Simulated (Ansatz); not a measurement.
Br3ClSi, SMILES `Cl[Si](Br)(Br)Br`, relaxed with RKS PBE-D4/def2-SVP in Ansatz from a rough embedded geometry. The force threshold is 0.03 eV/Å; the program also tests the step.

Charge 0, multiplicity 1.

Start:

```xyz
5

Cl   -1.677    0.715    1.013
Si   -0.045    0.017    0.003
Br    1.180   -1.117    1.415
Br   -0.597   -1.304   -1.607
Br    1.140    1.689   -0.824
```

(1) By how much does the energy fall, and how many steps does the optimiser take? (An estimate is asked.)

(2) Which bonds change most? (Best estimate.)

(3) Give the relaxed structure. (Best estimate.)

## Answers

(1) Computed: 0.06 eV, in 3 steps.

(2) Ansatz gave: Si2–Br4 from 2.155 to 2.218 Å; Si2–Br3 from 2.186 to 2.218 Å; Cl1–Si2 from 2.043 to 2.060 Å; Si2–Br5 from 2.210 to 2.218 Å.

(3) Ansatz gave: 
```xyz
5

Cl   -1.692    0.727    0.981
Si   -0.021    0.009    0.012
Br    1.227   -1.125    1.453
Br   -0.654   -1.325   -1.643
Br    1.140    1.714   -0.803
```
